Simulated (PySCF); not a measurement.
CH4Si, charge -1, doublet, geometry from GFN2-xTB (a state made from the parent by changing its charge; the spin is typed, not shown lowest); MP2/3-21G run with PySCF.

PySCF was given this input:
```python
from pyscf import gto, scf, mp

mol = gto.Mole()
mol.atom = '''
    C    -1.160545   -0.042206    0.361801
    Si    0.557851    0.018464   -0.213228
    H    -1.786896    0.805471    0.041220
    H    -1.696400   -0.974873    0.123815
    H     1.378116   -1.094263    0.379246
    H     1.258529    1.258410    0.270099
'''
mol.basis = '3-21g'
mol.charge = -1
mol.spin = 1
mol.verbose = 4
mol.build()

mf = scf.UHF(mol)
mf.kernel()

pt = mp.MP2(mf)
pt.kernel()
print('E(MP2) = %.10f' % pt.e_tot)
```

Task: Write the output that PySCF gives for this input, abridged.

Result: 
```
PySCF version 2.14.0

[INPUT] verbose = 4
[INPUT] num. atoms = 6
[INPUT] num. electrons = 25
[INPUT] charge = -1
[INPUT] spin (= nelec alpha-beta = 2S) = 1
[INPUT] symmetry False subgroup None
[INPUT] Mole.unit = angstrom
[INPUT] Symbol           X                Y                Z      unit          X                Y                Z       unit  Magmom
[INPUT]  1 C     -1.160545000000  -0.042206000000   0.361801000000 AA   -2.193112205233  -0.079757780813   0.683704801594 Bohr   0.0
[INPUT]  2 Si     0.557851000000   0.018464000000  -0.213228000000 AA    1.054185608315   0.034891903164  -0.402942522089 Bohr   0.0
[INPUT]  3 H     -1.786896000000   0.805471000000   0.041220000000 AA   -3.376744053081   1.522119591280   0.077894510855 Bohr   0.0
[INPUT]  4 H     -1.696400000000  -0.974873000000   0.123815000000 AA   -3.205731397712  -1.842242976233   0.233976440113 Bohr   0.0
[INPUT]  5 H      1.378116000000  -1.094263000000   0.379246000000 AA    2.604261807881  -2.067857378245   0.716671073837 Bohr   0.0
[INPUT]  6 H      1.258529000000   1.258410000000   0.270099000000 AA    2.378275129823   2.378050252414   0.510413136519 Bohr   0.0

nuclear repulsion = 49.5520716985429
number of shells = 20
number of NR pGTOs = 54
number of NR cGTOs = 30
basis = 3-21g
ecp = {}

******** <class 'pyscf.scf.uhf.UHF'> ********
method = UHF
initial guess = minao
damping factor = 0
level_shift factor = 0
DIIS = <class 'pyscf.scf.diis.CDIIS'>
diis_start_cycle = 1
diis_space = 8
diis_damp = 0
SCF conv_tol = 1e-09
SCF conv_tol_grad = None
SCF max_cycles = 50
direct_scf = True
direct_scf_tol = 1e-13
number electrons alpha = 13  beta = 12
Set gradient conv threshold to 3.16228e-05
init E= -326.871989779529

cycle= 1 E= -327.234411348887  delta_E= -0.362  |g|= 0.184  |ddm|= 1.56
cycle= 2 E= -327.261071050644  delta_E= -0.0267  |g|= 0.0895  |ddm|= 0.382
cycle= 3 E= -327.266991449774  delta_E= -0.00592  |g|= 0.0299  |ddm|= 0.127
cycle= 4 E= -327.269737215677  delta_E= -0.00275  |g|= 0.0194  |ddm|= 0.0943
cycle= 5 E= -327.271261757499  delta_E= -0.00152  |g|= 0.0127  |ddm|= 0.0784
cycle= 6 E= -327.272428116469  delta_E= -0.00117  |g|= 0.00473  |ddm|= 0.114
cycle= 7 E= -327.272574536825  delta_E= -0.000146  |g|= 0.00215  |ddm|= 0.0426
cycle= 8 E= -327.272604087537  delta_E= -2.96e-05  |g|= 0.000875  |ddm|= 0.0252
cycle= 9 E= -327.272607189732  delta_E= -3.1e-06  |g|= 0.000424  |ddm|= 0.00865
cycle= 10 E= -327.272607755818  delta_E= -5.66e-07  |g|= 0.000178  |ddm|= 0.00457
cycle= 11 E= -327.272607841158  delta_E= -8.53e-08  |g|= 3.95e-05  |ddm|= 0.00134
cycle= 12 E= -327.272607845185  delta_E= -4.03e-09  |g|= 1.01e-05  |ddm|= 0.000252
cycle= 13 E= -327.272607845414  delta_E= -2.3e-10  |g|= 2.28e-06  |ddm|= 4.89e-05
Extra cycle  E= -327.272607845422  delta_E= -8.01e-12  |g|= 1.34e-06  |ddm|= 5.66e-06
converged SCF energy = -327.272607845422  <S^2> = 0.77723896  2S+1 = 2.027056

******** <class 'pyscf.mp.ump2.UMP2'> ********
nocc = (np.int64(13), np.int64(12)), nmo = (30, 30)
E(UMP2) = -327.413790007385  E_corr = -0.141182161962205
E(SCS-UMP2) = -327.418478986149  E_corr = -0.145871140726776
E_corr(same-spin) = -0.0271701388013884
E_corr(oppo-spin) = -0.114012023160817
E(MP2) = -327.4137900074
```
